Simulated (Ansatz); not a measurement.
Reaction (ligand exchange at the Si–N bond): `[SiH3]NCBCl` + `CC(=N)[SiH3]` → `C/C([SiH3])=N\[SiH3]` + `NCBCl`

Calculated with Ansatz (gas phase, PBE0-D4/def2-TZVP geometries, no zero-point term in ΔE). CBS: MP2 limit from def2 TZ/QZ plus the TZ coupled-cluster correction, frozen cores. DFT in def2-TZVPP. B3LYP here is the variant with VWN-RPA as its local correlation; programs differ in this. One conformer a species, not always the lowest.

`[SiH3]NCBCl`:

Z-matrix (Å, degrees):
```
Si
N 1 1.722
H 1 1.495 2 114.8
H 1 1.487 2 107.7 3 118.9
H 1 1.485 2 108.1 3 -120.8
C 2 1.453 1 121.5 3 -68.5
H 2 1.009 1 116.1 3 76.0
B 6 1.559 2 115.1 1 -63.1
H 6 1.105 2 109.2 1 -176.3
H 6 1.101 2 114.2 1 67.5
Cl 8 1.748 6 119.0 2 165.2
H 8 1.191 6 123.7 2 -18.7
```

`CC(=N)[SiH3]`:

Cartesian coordinates in Å:
```
C -1.494 0.380 -0.081
C -0.102 0.056 -0.530
N 0.158 0.062 -1.776
Si 1.201 -0.347 0.794
H -1.918 -0.454 0.488
H -2.127 0.589 -0.944
H -1.490 1.247 0.587
H 1.135 -0.174 -1.956
H 2.483 -0.636 0.100
H 0.781 -1.528 1.596
H 1.373 0.804 1.721
```

`C/C([SiH3])=N\[SiH3]`:

Z-matrix (Å, degrees):
```
C
C 1 1.500
H 1 1.095 2 109.9
H 1 1.095 2 109.9 3 -116.4
H 1 1.091 2 112.3 3 121.8
Si 2 1.911 1 120.1 3 57.8
N 2 1.266 1 126.4 3 -121.9
H 6 1.484 2 108.4 1 -117.2
H 6 1.490 2 111.8 1 2.9
H 6 1.484 2 108.5 1 123.4
Si 7 1.733 2 134.1 1 0.1
H 11 1.484 7 106.7 2 -121.4
H 11 1.495 7 117.2 2 -0.1
H 11 1.484 7 106.7 2 121.3
```

`NCBCl`:

Cartesian coordinates in Å:
```
N -0.733 -0.179 -1.118
C -0.236 0.488 0.063
B 0.577 -0.355 1.076
Cl 1.152 -1.959 0.683
H -0.061 -0.841 -1.480
H -0.966 0.473 -1.853
H 0.447 1.343 -0.134
H -1.064 0.948 0.621
H 0.885 0.083 2.142
```

| level | ΔE (kcal/mol) |
| --- | --- |
| B2PLYP | 2.2 |
| B3LYP | 1.7 |
| HF/def2-TZVPP | 3.0 |
| MP2/def2-TZVPP | 2.8 |
| CCSD/def2-TZVPP | 3.4 |
| MP2/def2-QZVPP | 2.6 |
| SCS-MP2/def2-QZVPP | 3.0 |
| MP2/CBS(def2) | 2.5 |

Task: What does CCSD(T)/CBS give? (Best estimate.)

Result: Ansatz gave: +2.9 kcal/mol. The listed levels differ from it by -0.7, -1.2, 0.1, -0.1, 0.5, -0.3, 0.1, -0.4 kcal/mol.

Largest T1 diagnostic among the species: 0.013.
